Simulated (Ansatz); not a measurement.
Start from `C#C[O][GeH2][CH3]` and change one atom or group to get `C#COC=C`.

Ansatz, PBE0-D4/def2-TZVP geometries, multiplicity 1. Each molecule was computed in one conformer, which needn't be the lowest.

Scalar relativity is left out up to krypton.

```json
{"property": "HOMO–LUMO gap (PBE0/def2-TZVPP) / eV", "`C#C[O][GeH2][CH3]`": "6.77"}
{"property": "HOMO–LUMO gap (PBE/def2-TZVPP) / eV", "`C#C[O][GeH2][CH3]`": "4.59"}
{"property": "HOMO energy (B3LYP/def2-TZVPP) / eV", "`C#C[O][GeH2][CH3]`": "-6.55"}
{"property": "LUMO energy (B3LYP/def2-TZVPP) / eV", "`C#C[O][GeH2][CH3]`": "-0.26"}
{"property": "HOMO–LUMO gap (B3LYP/def2-TZVPP) / eV", "`C#C[O][GeH2][CH3]`": "6.29"}
{"property": "LUMO energy (ωB97M-V/def2-TZVPP) / eV", "`C#C[O][GeH2][CH3]`": "1.83"}
```

**Question.** Give the same properties after the change, and the shifts. (An estimate is asked.)

**Answer.** Ansatz gave: 
```tsv
property	`C#COC=C`	shift
HOMO–LUMO gap (PBE0/def2-TZVPP) / eV	7.08	0.31
HOMO–LUMO gap (PBE/def2-TZVPP) / eV	4.87	0.28
HOMO energy (B3LYP/def2-TZVPP) / eV	-6.87	-0.32
LUMO energy (B3LYP/def2-TZVPP) / eV	-0.26	0.00
HOMO–LUMO gap (B3LYP/def2-TZVPP) / eV	6.60	0.31
LUMO energy (ωB97M-V/def2-TZVPP) / eV	2.12	0.29
```

B3LYP here is the variant with VWN-RPA as its local correlation; programs differ in this.
